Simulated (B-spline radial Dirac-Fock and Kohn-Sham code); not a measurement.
X-ray scattering factor of Cs⁴⁶⁺

System: cesium as Cs⁴⁶⁺, [He] 2s2 2p5.

Level of theory: Dirac-Fock densities; a radial atomic solver. f₀ is the Fourier transform of the spherical electron density, S the Waller-Hartree incoherent function, and s = sin θ/λ.

```csv
s (Å⁻¹),f₀,S
0,9.000,0.000
0.05,8.998,0.002
0.1,8.994,0.008
0.15,8.986,0.017
0.2,8.975,0.030
0.25,8.961,0.047
0.3,8.944,0.067
0.35,8.924,0.091
0.4,8.901,0.119
0.45,8.875,0.150
0.5,8.846,0.185
0.6,8.780,0.265
0.7,8.702,0.357
0.8,8.613,0.462
0.9,8.515,0.579
1,8.406,0.707
1.1,8.288,0.844
1.2,8.162,0.991
1.4,7.886,1.308
1.6,7.584,1.650
1.8,7.261,2.009
2,6.923,2.378
2.5,6.046,3.302
3,5.183,4.164
3.5,4.389,4.916
4,3.697,5.541
5,2.652,6.444
6,2.002,7.014
```

f₀ starts at the number of electrons, 9, and has fallen to half at s ≈ 3.43 Å⁻¹. The sum of ⟨r²⟩ over the electrons is 0.08446 bohr².

Values without a named source are computed, but for edge energies of neutral atoms, which are taken from tables.
